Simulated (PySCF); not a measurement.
Te(I)(OH) (HIOTe), SMILES I[Te]O.

The structure is a stationary point at B3LYP-D3(BJ)/def2-SVP. The def2 effective core potentials stand for the cores of I, Te; spin–orbit coupling is left out. Other conformers were not sampled.

Computed with PySCF with TDA-CAM-B3LYP/def2-SVPD.

Vertical excitations. Isolated molecule, no solvent.

| state | energy (eV) | λ (nm) | f | main pairs |
|---|---|---|---|---|
| S1 | 2.16 | 575 | 0.001 | HOMO→LUMO 98 % |
| S2 | 2.98 | 416 | 0.002 | HOMO→LUMO+1 94 % |
| S3 | 3.70 | 335 | 0.002 | HOMO−1→LUMO 98 % |
| S4 | 4.04 | 307 | 0.001 | HOMO−2→LUMO 98 % |
| S5 | 4.96 | 250 | 0.014 | HOMO−1→LUMO+1 68 %, HOMO−3→LUMO 29 % |
| S6 | 5.25 | 236 | 0.007 | HOMO−2→LUMO+1 69 %, HOMO−3→LUMO+1 23 % |
| S7 | 5.34 | 232 | 0.008 | HOMO−3→LUMO+1 66 %, HOMO−2→LUMO+1 26 % |
| S8 | 5.66 | 219 | 0.031 | HOMO→LUMO+2 93 % |
| S9 | 6.00 | 206 | 0.360 | HOMO−3→LUMO 44 %, HOMO−1→LUMO+1 23 %, HOMO−5→LUMO 14 % |
| S10 | 6.44 | 193 | 0.053 | HOMO→LUMO+3 79 % |
| T1 | 1.51 | 824 | 0 | HOMO→LUMO 98 % |
| T2 | 2.21 | 561 | 0 | HOMO→LUMO+1 90 % |
| T3 | 3.15 | 393 | 0 | HOMO−1→LUMO 98 % |
| T4 | 3.49 | 355 | 0 | HOMO−2→LUMO 97 % |
Triplets are in the Tamm–Dancoff approximation.
